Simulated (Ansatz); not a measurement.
Reaction (ligand exchange at the Si–O bond): `O[SiH](O)O[SiH](F)F` + `O[SiH2]F` → `O[SiH](O)O[SiH2]F` + `O[SiH](F)F`

Computed with Ansatz on PBE0-D4/def2-TZVP structures; ΔE is electronic, products minus reactants. CCSD(T)/CBS adds triple-zeta CCSD(T) − MP2 to the extrapolated MP2 energy (def2 sets, frozen cores). This one scheme is used for every species. DFT in def2-TZVPP. B3LYP here is the variant with VWN-RPA as its local correlation; programs differ in this. One conformer a species, not always the lowest.

```csv
level,ΔE (kcal/mol)
revPBE-D4,0.8
B3LYP-D4,0.7
```

**Question.** What does CCSD(T)/CBS give? (Best estimate.)

**Answer.** Computed: +0.4 kcal/mol. The listed levels differ from it by 0.4, 0.3 kcal/mol.

Largest T1 diagnostic among the species: 0.012.

Leaving LDA and LC-ωPBE aside and taking each functional with its dispersion term where it has one, the values, not all of them listed here, spread over 0.6 kcal/mol, from PBE-QIDH to revPBE-D4.
